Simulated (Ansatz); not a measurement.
PBE exchange is replaced step by step with exact exchange (0 % is PBE, 25 % PBE0; no dispersion term), basis def2-TZVP, Ansatz. System: (H3Ge)2S (Ge₂H₆S). The state is a singlet with charge 0. Geometry: B3LYP-D4/def2-SVP.

Geometry of the singlet:

```xyz
9

Ge    0.424    0.250   -1.644
H     0.814   -1.243   -1.663
H    -0.030    0.711   -3.039
H     1.626    1.087   -1.158
S    -1.348    0.575   -0.298
Ge   -0.499   -0.218    1.627
H    -0.149   -1.714    1.481
H     0.770    0.570    2.016
H    -1.606   -0.019    2.677
```

```
exact exchange (%)  HOMO (eV)  LUMO (eV)  gap (eV)
                 0      -5.99      -1.15      4.83
                 5      -6.23      -0.98      5.25
                10      -6.47      -0.81      5.66
                15      -6.71      -0.63      6.07
                25      -7.19      -0.29      6.90
                35      -7.67       0.06      7.73
```

Fit a straight line to the column «gap (eV)» against the share of exact exchange and predict its value at 50 %.

With x = exact exchange (%) and y = gap (eV): mean x = 15, mean y = 6.073; Σ(x − x̄)(y − ȳ) = 70.35, Σ(x − x̄)² = 850; slope b = 0.08276, intercept a = ȳ − b·x̄ = 4.832. The residuals of the fitted rows reach 0.00. At x = 50 the line gives 4.832 + (0.08276 × 50) = 8.97; the run gave 8.98, 0.01 more than the line.
